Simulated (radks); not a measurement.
Valence configurations of the terbium ion Tb+ (all share [Xe]). Calculated with a radial shooting solver on a logarithmic mesh with Libxc functionals: scalar-relativistic Kohn-Sham, r2SCAN, spin-polarised, spherical densities, finite nucleus; open shells are filled with parallel spins first (spin-orbit coupling, left out, can overturn this in heavy ions); meta-GGA in the generalised Kohn-Sham scheme; Fermi nuclear charge, rms radius 5.06 fm. Energies are relative to 4f9 6s1; eigenvalues in eV for spin up.

valence	E (eV)	moment (Bohr magnetons)	e(4f)	e(5d)	e(6p)	e(6s)
4f8.5 5d0.5 6s1	-0.157	7	-14.097	-8.013	-	-9.741
4f9 6s1	0.000	6	-11.011	-	-	-9.274
4f8 6s2	1.008	6	-20.073	-	-	-10.544
4f9 5d0.5 6s0.5	1.046	6	-10.092	-6.607	-	-8.572
4f9 5d1	1.998	6	-9.220	-6.024	-	-
4f9.5 6s0.5	2.046	5	-7.536	-	-	-8.142
4f9 6p1	3.434	6	-12.288	-	-6.356	-
4f8 6s1 6p1	3.622	8	-21.059	-	-7.558	-11.765
4f10	4.595	4	-5.873	-	-	-
4f7 6s1 6p2	14.745	10	-32.517	-	-9.142	-14.053

NIST lists [Xe] 4f9 6s1 as the ground configuration; this level of theory puts 4f8.5 5d0.5 6s1 lower, by 0.157 eV. The energies are those of spherical high-spin densities, not of single terms.
